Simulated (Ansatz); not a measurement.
Basis sets compared for SnHMe2(SiH3) (C2H10SiSn). The state is a singlet with charge 0. Geometry PBE-D4/def2-SVP. Ansatz on 2 threads of AMD EPYC 7R13 on a shared host; times are rough, and most runs start from earlier orbitals.

```xyz
14

Sn   -0.209    0.490    0.329
H    -1.090    1.773    1.104
C     0.677   -0.775    1.865
H     1.344   -0.168    2.506
H     1.268   -1.582    1.391
H    -0.114   -1.228    2.493
C     1.385    1.366   -0.869
H     0.960    2.029   -1.647
H     1.972    0.565   -1.357
H     2.056    1.958   -0.217
Si   -1.815   -0.888   -1.165
H    -2.980   -1.421   -0.370
H    -1.092   -2.065   -1.771
H    -2.363   -0.053   -2.293
```

In the def2 sets Sn takes a core potential; there is no spin–orbit coupling.

Binding counts from free atoms (Sn triplet, H doublet, C triplet, Si triplet) in the same basis, without a counterpoise term.

```csv
level,functions,energy (Eh),HOMO (eV),LUMO (eV),binding per atom (eV),wall time
PBE-D4/def2-SVP,122,-585.5724,-6.41,-0.38,3.33,1.4 s
PBE-D4/def2-TZVP,209,-585.7761,-6.46,-0.69,3.33,2.6 s
BLYP-D4/def2-TZVP,209,-585.9484,-6.31,-0.57,3.30,2.7 s
PBE0-D4/def2-SVP,122,-585.6375,-7.49,0.37,3.32,2.1 s
PBE0-D4/def2-TZVP (with forces),209,-585.8355,-7.49,0.06,3.32,6 s
```

(1) Estimate the rows for PBE-D4/def2-TZVPD, BLYP-D4/def2-TZVPD, PBE0-D4/def2-TZVPD.

Results:

(1) 
```json
{"level": "PBE-D4/def2-TZVPD", "functions": "263", "energy (Eh)": "-585.7769", "HOMO (eV)": "-6.47", "LUMO (eV)": "-0.81", "binding per atom (eV)": "3.34", "wall time": "4 s"}
{"level": "BLYP-D4/def2-TZVPD", "functions": "263", "energy (Eh)": "-585.9493", "HOMO (eV)": "-6.32", "LUMO (eV)": "-0.77", "binding per atom (eV)": "3.30", "wall time": "4.7 s"}
{"level": "PBE0-D4/def2-TZVPD", "functions": "263", "energy (Eh)": "-585.8362", "HOMO (eV)": "-7.50", "LUMO (eV)": "-0.13", "binding per atom (eV)": "3.32", "wall time": "6.5 s"}
```
